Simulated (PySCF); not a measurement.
Species: C6H12Ge.
Atom-mapped SMILES: `[CH2:1]=[CH:2][Ge@@H:3]1[CH2:4][CH2:5][C@H:6]1[CH3:7]` (hydrogens: H8, H9 on C1; H10 on C2; H11 on Ge3; H12, H13 on C4; H14, H15 on C5; H16 on C6; H17, H18, H19 on C7)

Cartesian coordinates in Å at the PBE0-D3(BJ)/def2-SVP level; atoms count from 1:
```
atom  x, y, z in Å
C1     3.4176   -0.3989    0.0779
C2     2.2621   -0.1028    0.6815
Ge3    0.6429    0.3496   -0.2802
C4    -0.5184    1.8334    0.3270
C5    -1.7304    0.9024    0.1000
C6    -1.0898   -0.5044    0.1980
C7    -1.7310   -1.6259   -0.5893
H8     3.5184   -0.3920   -1.0137
H9     4.3192   -0.6625    0.6426
H10    2.2193   -0.1251    1.7781
H11    0.9533    0.3537   -1.7944
H12   -0.5308    2.7924   -0.2087
H13   -0.3459    2.0343    1.3962
H14   -2.1186    1.0465   -0.9235
H15   -2.5819    1.0672    0.7843
H16   -1.0047   -0.7855    1.2632
H17   -1.7783   -1.3868   -1.6643
H18   -1.1707   -2.5679   -0.4850
H19   -2.7645   -1.8191   -0.2518
```

Computed, not measured: PySCF, PBE0-D3(BJ)/def2-SVP geometry optimisation, gas phase.

Take the most abundant isotopes and a rigid rotor. The values belong to one conformer with, in the numbering `[CH2:1]=[CH:2][Ge@@H:3]1[CH2:4][CH2:5][C@H:6]1[CH3:7]`, C1–C2–Ge3–C4 -138°, C2–Ge3–C4–C5 -135°, Ge3–C4–C5–C6 23°, C4–C5–C6–C7 -151°, C2–Ge3–C6–C5 135°.

(1) What are A, B and C (GHz)?

(2) What kind of rotor is it?

(3) Is it planar, by Δ = Ic − Ia − Ib?

(4) Give the other two planar moments, Paa and Pbb, and the rms extents of the mass along the axes.

(5) Where do the levels up to J = 5 lie, in MHz?

(6) Which lines would a microwave search look for?

Answers

(1) Ia = 150.30, Ib = 395.16, Ic = 488.86 u·Å²; 505379 MHz·u·Å²/I gives 3363, 1279 and 1034 MHz, that is A = 3.3625, B = 1.2789, C = 1.0338 GHz.

(2) An asymmetric top; Ray's κ = -0.789.

(3) Not planar: Δ = Ic − Ia − Ib = -56.59 u·Å². For a rigid frame Δ = −2 Σ m c², so Σ m c² = 28.30 u·Å² lies off the ab plane: 14.73 from hydrogen and 13.57 from heavier atoms. The atom farthest from that plane is 1.76 Å away.

(4) Paa = Σ m a² = (Ib + Ic − Ia)/2 = 366.86 and Pbb = Σ m b² = (Ia + Ic − Ib)/2 = 122.00 u·Å². With the mass M = 158.02 u, the rms extents √(P/M) along a, b and c are 1.52, 0.88, 0.42 Å.

(5) Above 0(0,0):
J = 1: 1(0,1) 2313, 1(1,1) 4396, 1(1,0) 4641
J = 2: 2(0,2) 6918, 2(1,2) 8777, 2(1,1) 9512, 2(2,1) 15763, 2(2,0) 15783
J = 3: 3(0,3) 13775, 3(1,3) 15335, 3(1,2) 16805, 3(2,2) 22701, 3(2,1) 22802, 3(3,1) 33744, 3(3,0) 33745
J = 4: 4(0,4) 22830, 4(1,4) 24058, 4(1,3) 26502, 4(2,3) 31936, 4(2,2) 32233, 4(3,2) 43033, 4(3,1) 43040, 4(4,1) 58442, 4(4,0) 58442
J = 5: 5(0,5) 34023, 5(1,5) 34930, 5(1,4) 38577, 5(2,4) 43454, 5(2,3) 44122, 5(3,3) 54656, 5(3,2) 54685, 5(4,2) 70050, 5(4,1) 70051, 5(5,1) 89864, 5(5,0) 89864
Those of J = 1 are B + C, A + C and A + B.

(6) The dipole components are |μa| = 0.31 D, |μb| = 0.13 D, |μc| = 0.43 D. Intensities carry the squares of the components, which stand as 0.52 : 0.09 : 1.00 (a : b : c). Some lines, for components of 0.1 D or more:

```
type  branch         J(Ka,Kc)    MHz  lower level (cm⁻¹)
   a       Q  2(1,1) ← 2(1,2)    735               0.293
   c       Q  2(1,2) ← 2(0,2)   1859               0.231
   c       Q  1(1,1) ← 1(0,1)   2084               0.077
   b       Q  1(1,0) ← 1(0,1)   2329               0.077
   b       R  2(0,2) ← 1(1,1)   2521               0.147
   a       R  2(1,2) ← 1(1,1)   4380               0.147
   b       R  1(1,1) ← 0(0,0)   4396               0.000
   a       R  2(0,2) ← 1(0,1)   4605               0.077
   c       R  1(1,0) ← 0(0,0)   4641               0.000
   a       R  2(1,1) ← 1(1,0)   4871               0.155
   c       Q  2(2,1) ← 2(1,1)   6251               0.317
   b       Q  2(2,0) ← 2(1,1)   6271               0.317
   c       R  2(1,1) ← 1(0,1)   7199               0.077
   c       R  2(2,1) ← 1(1,1)  11366               0.147
```

No frequency check. No vibrational averaging or centrifugal distortion is included, and the geometry carries the error of its method. A rigid rotor knows nothing of internal rotation, which can split or shift real lines.
